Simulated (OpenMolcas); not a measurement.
**Zn: effect of correlating more closed shells**

- Program: OpenMolcas 26.06
- Basis: ANO-RCC-VQZP [7s6p4d3f2g1h]
- Scalar Hamiltonian: DKH2, point nucleus
- Active space: 2 electrons in 4 orbitals (4s 4p)
- State averaging: 2S+1 = 3 even, 3 roots; 2S+1 = 1 even, 1 root; 2S+1 = 3 odd, 3 roots; 2S+1 = 1 odd, 3 roots
- Spin-orbit coupling: state interaction with AMFI integrals over the reference wave functions, term energies averaged over their components

Methods on the same reference wave functions:
A. CASSCF
B. SS-CASPT2, IPEA 0.25 Eh, imaginary shift 0.1 Eh (closed shells correlated: 3d)
C. SS-CASPT2, IPEA 0.25 Eh, imaginary shift 0.1 Eh (closed shells correlated: 3s 3p 3d)

Energies in cm⁻¹ above 4s² ¹S₀, the measured ground level; measured values from NIST Handbook of Basic Atomic Spectroscopic Data.

| Level | A | B | C | Measured |
| --- | --- | --- | --- | --- |
| 4s² ¹S₀ | 0.0 | 0.0 | 0.0 | 0.0 |
| 4s 4p ³P°₀ | 29118 | 31974 | 32400 | 32311 |
| 4s 4p ³P°₁ | 29275 | 32131 | 32557 | 32501 |
| 4s 4p ³P°₂ | 29591 | 32447 | 32873 | 32890 |
| 4s 4p ¹P°₁ | 48867 | 48805 | 49087 | 46745 |

Deviations, from unrounded energies. A percentage is the sum of absolute deviations over the sum of measured energies, with the sign that they share, or ± where signs differ.

| Against measurement | Levels | A | B | C |
| --- | --- | --- | --- | --- |
| mean absolute deviation (cm-1) | 4 | 3000 | 800 | 630 |
| other configurations (%) | 4 | ±8.2 | ±2.2 | ±1.7 |

C lies closest to measurement on these levels and A furthest from it. The largest miss of C in the table is 4s 4p ¹P°₁, by +2300 cm-1. The ranking rests on the paired levels alone, and a cruder setting can come out closer through cancelling errors.

Between B and C the level of the table that moves most is 4s 4p ³P°₂, by 430 cm-1 (lowest in B, highest in C).

The lowest spin-free term lies below A's lowest term by 0.532 hartree in B, 0.955 hartree in C.

What an inner shell adds also hangs on whether the basis holds functions to correlate it.

Without dynamic correlation excited terms often stand tens of per cent too high (terms of higher spin than the ground term too low), and those without a measured partner can miss by more than the paired ones (holds for A). Computed and measured levels are paired by configuration, term and J; levels that our copy of the source lacks, or whose pairing is in doubt (as where it misses far off the trend of its configuration), stay unpaired and out of the deviations. Only configurations of the active space appear. The table leaves out levels that lie high or whose names do not pair safely across all columns.

° marks odd parity.
